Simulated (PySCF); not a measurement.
# Working out the ionisation energy of Ag²⁺

Ag²⁺ [Kr] 4d9 (2D) → Ag³⁺ [Kr] 4d8 (3F). Computed with PySCF 2.14 in aug-cc-pVTZ-PP with ECP28MDF (6s6p5d3f2g, 88 functions), with a scalar-relativistic core potential. Frozen: 4s2 4p6. Energies in hartree (1 hartree = 27.21139 eV):

```csv
part,Ag²⁺ (lower),Ag³⁺ (upper)
UHF,-145.098761,-143.890104
CCSD correlation,-0.280694,-0.219173
(T),-0.007992,-0.004672
```

What does Hartree-Fock give?

(-143.890104) − (-145.098761) = 1.208657 hartree = 32.889 eV.

What do CCSD and CCSD(T) give?

The CCSD correlation energies differ by 0.061521 hartree = 1.674 eV and the triples by 0.003320 hartree = 0.090 eV, so CCSD gives 34.563 eV and CCSD(T) 34.653 eV.

Reference: 34.8 ± 0.3 eV (semi-empirical (NIST evaluation); NIST Atomic Spectra Database, ionization energies), between the lowest levels; spin-orbit coupling is absent from the calculation.

What remains against the reference includes basis incompleteness, the frozen core and higher excitations.
